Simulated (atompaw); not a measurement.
**Cutoff test, Ag (Z = 47), PAW (atompaw)**

```json
{"Element": "Ag", "Generator": "atompaw 4.2.0.5", "Type": "PAW", "Functional": "PBE", "Relativity": "scalar-relativistic", "Frozen core": "[Kr]", "Valence charge": "11", "Reference configuration": "4d10 5s0.75 5p0.25", "Partial waves": "5s (bound): rc 2.00 bohr; 5s channel at 2.7 Ry: rc 3.00 bohr; 5p (bound): rc 3.00 bohr; 5p channel at 10.4 Ry: rc 3.00 bohr; 4d (bound): rc 3.00 bohr; 4d channel at 2.95 Ry: rc 3.00 bohr", "Local potential": "bessel scheme, radius 2.00 bohr", "Core correction": "smooth core density matched at 2.35 bohr", "Augmentation charge": "besselshape compensation charge, radius 2.65 bohr; PAW radius 3.00 bohr; waves and projectors: custom rrkj vanderbiltortho"}
```

The pseudo-atom Hamiltonian at the reference potential is diagonalised in spherical Bessel functions j_l(qr) that vanish at 20 bohr, with q² up to the cutoff. All-electron valence levels (Ry): 5s -0.3526, 5p -0.0764, 4d -0.5883.

Q: How do the lowest levels (Ry) of each channel move with the cutoff, and are there ghosts?

A:

```
cutoff (Ry)     s #1     s #2     p #1    p #2     d #1    d #2    f #1    f #2  Σ f·Δε (mRy)
          8  -0.3505  -0.0146  -0.0763  0.0327  -0.5729  0.0394  0.0891  0.2167         155.1
         10  -0.3522  -0.0147  -0.0763  0.0327  -0.5870  0.0393  0.0891  0.2167          13.5
         12  -0.3524  -0.0147  -0.0763  0.0327  -0.5881  0.0392  0.0891  0.2167           2.3
         15  -0.3524  -0.0147  -0.0763  0.0327  -0.5881  0.0392  0.0891  0.2167           2.0
         18  -0.3525  -0.0148  -0.0763  0.0327  -0.5883  0.0392  0.0891  0.2167           0.5
         21  -0.3526  -0.0148  -0.0763  0.0327  -0.5883  0.0392  0.0891  0.2167           0.2
         25  -0.3526  -0.0148  -0.0763  0.0327  -0.5883  0.0392  0.0891  0.2167           0.2
        400  -0.3527  -0.0148  -0.0763  0.0327  -0.5883  0.0392  0.0891  0.2167           0.0
```

Result: no extra level below or beside the all-electron valence levels (s, p, d, f tested); 10 mRy is reached at 12 Ry and 1 mRy at 18 Ry.
